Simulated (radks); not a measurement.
Results of a calculation; reference values are marked as such.
Charge is removed step by step from the 2s up level of the manganese ion Mn22+, starting from [He] 2s(up 1, down 0). Code: a radial shooting solver on a logarithmic mesh with Libxc functionals. Model: non-relativistic Kohn-Sham, BLYP, spin-polarised, spherical densities, point nucleus.

removed (e)  E - E(0) (eV)  eigenvalue (eV)  E minus straight line (eV)
0                    0.000          -1827.0                       0.000
0.125               229.00          -1837.0                      -4.066
0.25                459.24          -1846.7                      -6.901
0.375               690.68          -1856.3                      -8.529
0.5                 923.30          -1865.6                      -8.980
0.625               1157.1          -1874.4                      -8.296
0.75                1391.9          -1882.8                      -6.533
0.875               1627.7          -1890.3                      -3.778
1                   1864.6          -1947.6                       0.000

Removing the whole electron costs 1864.6 eV by Delta-SCF, against 1827.0 eV from minus the eigenvalue at the starting occupation. Slater's transition state (half an electron removed) gives 1865.6 eV. Integrating minus the eigenvalue over the occupation (Janak's theorem) gives 1866.5 eV. The mean slope of the eigenvalue, de/dn, is 121 eV per electron. Ionisation energy of Mn22+ in the NIST Atomic Spectra Database: 1879.9 eV (theoretical).
